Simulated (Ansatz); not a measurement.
Isolated molecules relaxed with PBE0-D4/def2-TZVP in Ansatz; ΔE leaves out vibrations. CBS: MP2 limit from def2 TZ/QZ plus the TZ coupled-cluster correction, frozen cores. Elements past krypton have def2 core potentials. For Sn outer-core shells are correlated without core-valence functions, which leaves a few kJ/mol of doubt a bond. One conformer a species, not always the lowest.

Consider the redistribution: `[NH2][SnH]([F])[O][SiH3]` + `CC1CB1F` → `FB1CC1[SiH3]` + `C[O][SnH]([NH2])[F]`.

```json
{"level": "HF/CBS(def2)", "ΔE (eV)": "1.69"}
{"level": "CCSD/CBS(def2)", "ΔE (eV)": "1.57"}
```

(1) What does CCSD(T)/CBS give? (Best estimate.)

Largest T1 diagnostic among the species: 0.014.

## Answers

(1) The calculation gave: +1.53 eV. The listed levels differ from it by 0.16, 0.04 eV.

From PBE to PBE0 (25 % exact exchange), in def2-TZVPP and without D4, ΔE moves by +0.09 eV. In def2-TZVPP, CCSD(T) changes the Hartree–Fock value by −0.15 eV (the triples alone add −0.03 eV) and MP2 by −0.10 eV.
